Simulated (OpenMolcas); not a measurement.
Yb3+ in MgO: curves along the breathing mode

Yb3+ with its 6 nearest oxide ions, on the Mg site of MgO (a = 4.2112 Å, distance in the model lattice 2.106 Å). The rest of the host is ab initio model potentials to 7.6 Å, with orthogonalisation functions on the cations behind the ligands, and point charges beyond; the distance is set by hand and nothing relaxes, and no local charge compensation is placed. Ligand basis ANO-RCC-VDZP.

```json
{
 "Program": "OpenMolcas",
 "Method": "CASSCF",
 "Basis": "ANO-RCC-VDZP [7s6p4d2f1g]",
 "Scalar Hamiltonian": "DKH2, point nucleus",
 "Active space": "13 electrons in 7 orbitals (4f)",
 "State averaging": "2S+1 = 2 odd, 7 roots",
 "Spin-orbit coupling": "RASSI with atomic mean-field integrals over the reference wave functions"
}
```

Spin-free energies (labels of O, the rotations of Oh) in cm-1 above the lowest fitted minimum, as all ligands move together:

```csv
R (Å),2T1,2T2,2A2
2.053,1150,2160,2730
2.101,40,940,1460
2.198,9100,9830,10250
2.247,18840,19510,19890
2.295,31560,32170,32520
2.343,47430,48000,48310
```

Cubic fits give the following; the wavenumber is harmonic, with the mass of all moving ligands, small differences in it between states hang on the degree of the fit, a number in brackets counts states of one label, and the table is a selection of at most 14 states with clean curves.

```tsv
State	R0 (Å)	Breathing mode (cm-1)	Minimum (cm-1)
2T1	2.090	752	0
2T2	2.092	754	920
2A2	2.092	754	1450
```

For an f ion spin-orbit coupling outweighs the ligand field, so these spin-free curves are not those of observable levels.

Without dynamic correlation the ligand-field splitting of an f shell can come out too small, at times by half. No measured value stands beside these numbers.
